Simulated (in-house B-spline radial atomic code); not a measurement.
Computed with a B-spline radial atomic code. Model: two electrons, singlet ground state, non-relativistic, full CI in B-splines with partial waves to l = 8 (at full coupling up to 3e-4 hartree above the limit, correlation up to 0.6 % small), density held at that of full coupling by Lieb maximisation.

W(λ) is the mean repulsion in the state of coupling λ less the Hartree energy of the fixed density. Its start is exact exchange, its initial slope is twice the second-order Görling-Levy correlation energy, and its area from 0 to 1 is E_xc. A straight curve means weak, dynamic correlation, and a curve that drops fast and flattens means strong correlation.

Command:
```bash
python run_ac.py task.json out
```
Settings (lengths in bohr, energies in hartree):
```
potential              yukawa
strength               2.85
lmax                   8
second                 0.0267
```

Time taken, with all properties: 15 s on 1 thread of Intel(R) Xeon(R) Processor @ 2.30GHz (shared host).

**W = mean repulsion less Hartree energy, and W of three functionals.**

Given: confinement screened point charge; nuclear charge 2.85; screening of the nucleus 0.0267 1/bohr; external potential -Z exp(-k r)/r.

Computed: LDA exchange minus exact 217.42 millihartree; SCAN exchange minus exact -4.6632 millihartree.

```
coupling  W xc (hartree)  W xc minus exchange (millihartree)  kinetic minus Kohn-Sham (millihartree)  LDA (PW92) W minus its exchange (millihartree)  PBE W minus its exchange (millihartree)  SCAN W minus its exchange (millihartree)
       0         -1.5569                                   0                                       0                                               0                                        0                                         0
    0.02         -1.5588                              -1.892                                       0                                          -12.87                                    -1.82                                     -1.83
    0.05               ?                                   ?                                       ?                                               ?                                        ?                                         ?
    0.12         -1.5681                             -11.186                                     0.7                                          -51.88                                   -11.05                                    -10.65
    0.25         -1.5798                             -22.873                                     2.8                                          -87.92                                   -22.99                                    -21.55
     0.4         -1.5928                             -35.829                                       7                                         -121.14                                   -36.46                                    -33.47
     0.6         -1.6092                             -52.278                                    15.2                                         -157.77                                   -53.76                                    -48.47
     0.8         -1.6248                              -67.85                                    26.1                                         -188.83                                   -70.26                                    -62.56
       1         -1.6396                             -82.611                                    39.4                                         -216.04                                   -85.96                                    -75.87
     1.4               ?                                   ?                                       ?                                               ?                                        ?                                         ?
       2         -1.7031                             -146.15                                   133.4                                         -318.49                                  -154.04                                   -133.09
       3         -1.7533                             -196.34                                   257.9                                         -390.24                                  -208.46                                   -178.83
     4.5         -1.8113                             -254.34                                   473.3                                         -468.72                                  -272.67                                   -232.95
       7         -1.8788                             -321.83                                   855.5                                         -558.59                                  -350.61                                   -298.47
      10         -1.9323                             -375.37                                  1305.1                                          -631.6                                  -416.42                                   -352.75
```

(1) What belongs in the row 0.05?

(2) What belongs in the row 1.4?

(3) What is the PBE exchange minus exact?

**Energy parts, natural occupations and partial-wave weights.**

Computed: total energy -6.3449 hartree; exchange energy -1.5569 hartree; kinetic part of the DFT correlation energy 0.039396 hartree; initial slope twice GL2 -0.094873 hartree; Hartree energy 3.1139 hartree; Kohn-Sham kinetic 6.455 hartree; Lieb Oxford ratio E_xc over LDA exchange 1.1946.

| natural | occupation of the shell (electrons) |
| --- | --- |
| s | 1.9927 |
| p | 0.0038014 |
| s | 0.0030738 |
| d | ? |
| p | 0.00013225 |
| s | 6.0036e-05 |

(4) What belongs in the row d?

| wave | weight |
| --- | --- |
| s | 0.99791 |
| p | 0.0019734 |
| d | 0.00010075 |
| f | ? |
| g | 3.316e-06 |

(5) What belongs in the row f?

(6) What is the correlation energy?

(7) What is the kinetic part over minus potential part?

## Answers

(1) W xc (hartree): -1.5617; W xc minus exchange (millihartree): -4.709; kinetic minus Kohn-Sham (millihartree): 0.1; LDA (PW92) W minus its exchange (millihartree): -26.69; PBE W minus its exchange (millihartree): -4.58; SCAN W minus its exchange (millihartree): -4.53.

(2) W xc (hartree): -1.6669; W xc minus exchange (millihartree): -109.93; kinetic minus Kohn-Sham (millihartree): 72.1; LDA (PW92) W minus its exchange (millihartree): -262.4; PBE W minus its exchange (millihartree): -115.15; SCAN W minus its exchange (millihartree): -100.45.

(3) 23.427 millihartree.

(4) occupation of the shell (electrons): 0.00017974.

(5) weight: 1.4237e-05.

(6) -0.043215 hartree.

(7) 0.47689.

Half-way to full coupling W has made 53 % of its drop, against 50 % for a straight line, and second-order (GL2) theory, half the initial slope, overshoots the correlation energy by about 10 %: a moderate bend, as in light atoms. Over couplings 0 to 1 the errors in E_xc come to about +129 millihartree for LDA, +22 millihartree for PBE, -1.5 millihartree for SCAN, so SCAN is nearest. In LDA and PBE and SCAN the errors of exchange and correlation have opposite signs, so the sum is smaller than the larger of the two.
